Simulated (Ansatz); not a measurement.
Geometry optimisation, Ansatz, RKS B3LYP/def2-SVP.

input.yaml

```yaml
crystal:
  periodic: [false, false, false]
  atoms:
    - { symbol: B, position_ang: [0.2491, -0.0512, 0.0036] }
    - { symbol: Br, position_ang: [1.6302, 0.577, 1.8408] }
    - { symbol: C, position_ang: [-0.2015, 1.2735, -0.7314] }
    - { symbol: C, position_ang: [-0.7276, -1.1895, 0.5018] }
    - { symbol: H, position_ang: [1.6414, -0.3246, 0.0602] }
    - { symbol: H, position_ang: [1.3609, -0.6923, -0.8024] }
    - { symbol: H, position_ang: [-0.7052, 1.0594, -1.6732] }
    - { symbol: H, position_ang: [0.6273, 1.9419, -0.9552] }
    - { symbol: H, position_ang: [-0.9094, 1.8389, -0.1277] }
    - { symbol: H, position_ang: [-1.5017, -0.7904, 1.1546] }
    - { symbol: H, position_ang: [-0.2193, -1.9743, 1.0575] }
    - { symbol: H, position_ang: [-1.2442, -1.6683, -0.3286] }
basis:
  gaussian: { orbitals: def2-SVP }
hamiltonian:
  xc: b3lyp
relax:
  f_tol: 0.15
  max_steps: 25
  restrain:
    - { distance: [0, 5], at: 1.15, k: 30.0 }
    - { distance: [4, 1], at: 1.51, k: 30.0 }
    - { distance: [0, 1], at: 3.34, k: 30.0 }
    - { distance: [4, 5], at: 1.92, k: 30.0 }
```

Run as:

```bash
$ ansatz run input.yaml --threads 2 --pin off --max-ram 3072MiB --backend cpu --events-out ev --progress --plain --runs-dir out
```

Problem. Where does it end, and by what steps?

Solution. The forces met the threshold. The restraints hold the end off the free minimum. After 7 steps the energy has fallen by 0.497 eV (the restraints' own energy left out); H5 moved furthest, 0.87 Å. Parted: B1–Br2, B1–H5. Joined: B1–H6, Br2–H5.

| step | energy less start (eV) | largest force component (eV/Å) | accepted |
| --- | --- | --- | --- |
| 0 | 0.0000 | 1.430 | yes |
| 1 | 0.3305 | 1.685 | yes |
| 2 | 0.1910 | 2.043 | yes |
| 3 | -0.0651 | 1.908 | yes |
| 4 | -0.3640 | 1.258 | yes |
| 5 | -0.4576 | 1.080 | yes |
| 6 | -0.4971 | 0.920 | yes |
| 7 | -0.4973 | 0.909 | yes |

```xyz
12
Properties=species:S:1:pos:R:3
B 0.100 -0.206 -0.367
Br 2.297 0.537 2.046
C -0.307 1.244 -0.799
C -0.831 -1.190 0.420
H 2.157 -0.098 0.718
H 1.116 -0.639 -0.793
H -0.742 1.118 -1.816
H 0.543 1.935 -0.924
H -1.084 1.718 -0.176
H -1.625 -0.711 1.017
H -0.287 -1.920 1.042
H -1.335 -1.790 -0.369
```

The run took 26 s on 2 threads of Arm Neoverse V2, on a shared host, peak memory 0.27 GiB.
